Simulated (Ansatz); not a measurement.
Consider the substitution at a C–C bond: `CC(C)(C)S(C)(=O)=O` + `FCN[SiH3]` → `CN([SiH3])CF` + `CC(C)S(C)(=O)=O`.

Gas-phase electronic energies from Ansatz, PBE0-D4/def2-TZVP geometries. CCSD(T)/CBS is the MP2 limit (def2-TZVPP, def2-QZVPP) plus CCSD(T) − MP2 in def2-TZVPP, frozen cores. DFT in def2-TZVPP. Each species was taken in one conformer, which may not be the lowest.

`CC(C)(C)S(C)(=O)=O`:

Z-matrix (Å, degrees):
```
C
C 1 1.526
H 1 1.091 2 111.2
H 1 1.091 2 111.2 3 -121.3
H 1 1.093 2 108.6 3 119.4
C 2 1.521 1 110.7 3 178.3
C 2 1.521 1 110.7 3 -57.0
S 2 1.818 1 104.4 3 60.6
H 6 1.093 2 108.9 1 58.6
H 6 1.091 2 111.1 1 -60.7
H 6 1.092 2 112.1 1 177.3
H 7 1.092 2 112.1 1 -177.3
H 7 1.093 2 108.9 1 -58.7
H 7 1.090 2 111.1 1 60.7
C 8 1.773 2 106.3 1 -179.9
O 8 1.440 2 107.9 1 -65.2
O 8 1.440 2 107.9 1 65.3
H 15 1.088 8 110.3 2 -62.0
H 15 1.091 8 104.4 2 -179.9
H 15 1.088 8 110.3 2 62.2
```

`FCN[SiH3]`:

```xyz
10

F    -2.033    0.696   -0.131
C    -0.710    1.150   -0.216
N     0.187    0.147   -0.616
Si    0.751   -1.102    0.446
H    -0.722    1.978   -0.929
H    -0.450    1.515    0.782
H     0.166   -0.045   -1.606
H     1.987   -1.669   -0.149
H     1.032   -0.452    1.750
H    -0.209   -2.218    0.669
```

`CN([SiH3])CF`:

Cartesian coordinates in Å:
```
C -0.168 -0.063 -1.464
N 0.060 -0.215 -0.038
Si 1.176 0.844 0.761
C -0.951 -0.876 0.671
F -2.106 -0.090 0.828
H -0.964 0.654 -1.691
H 0.747 0.278 -1.954
H -0.441 -1.028 -1.903
H 0.735 2.266 0.822
H 2.458 0.805 0.010
H 1.347 0.329 2.143
H -1.281 -1.773 0.136
H -0.614 -1.131 1.678
```

`CC(C)S(C)(=O)=O`:

Cartesian coordinates in Å:
```
C 1.335 0.882 -0.082
C -0.017 0.404 -0.576
C 0.032 -0.115 -2.005
S -0.660 -0.928 0.447
C -0.834 -0.220 2.062
O 0.337 -1.964 0.524
O -1.983 -1.243 -0.026
H 1.722 1.643 -0.764
H 1.283 1.328 0.912
H 2.045 0.054 -0.055
H -0.770 1.195 -0.494
H -0.946 -0.465 -2.334
H 0.744 -0.939 -2.088
H 0.358 0.689 -2.668
H -1.306 -0.999 2.662
H 0.142 0.026 2.473
H -1.484 0.653 2.011
```

```tsv
level	ΔE (kcal/mol)
r2SCAN-D4	8.8
PBE0-D4	8.5
ωB97X-V	8.5
B2PLYP	7.9
PBE0	7.6
MP2/def2-TZVPP	10.4
CCSD(T)/def2-TZVPP	9.4
HF/def2-QZVPP	6.2
```

Problem. What does CCSD(T)/CBS give? (Estimate.)

Solution. The calculation gave: +9.5 kcal/mol. The listed levels differ from it by -0.7, -1.0, -1.0, -1.6, -1.9, 0.9, -0.1, -3.3 kcal/mol.

Largest T1 diagnostic among the species: 0.014.

In def2-TZVPP, CCSD(T) changes the Hartree–Fock value by +3.1 kcal/mol (the triples alone add +0.5 kcal/mol) and MP2 by +4.1 kcal/mol. The D4 term adds +1.5 kcal/mol with B3LYP and +0.8 kcal/mol with PBE0; it sums over pairs of atoms, weighted by their polarisabilities, and B3LYP, whose exchange is more repulsive, gets the larger term.

CCSD(T)/CBS has its own doubt, a few kJ/mol and more with outer-core shells, so smaller differences from it don't rank the levels.

B3LYP here is the variant with VWN-RPA as its local correlation; programs differ in this.
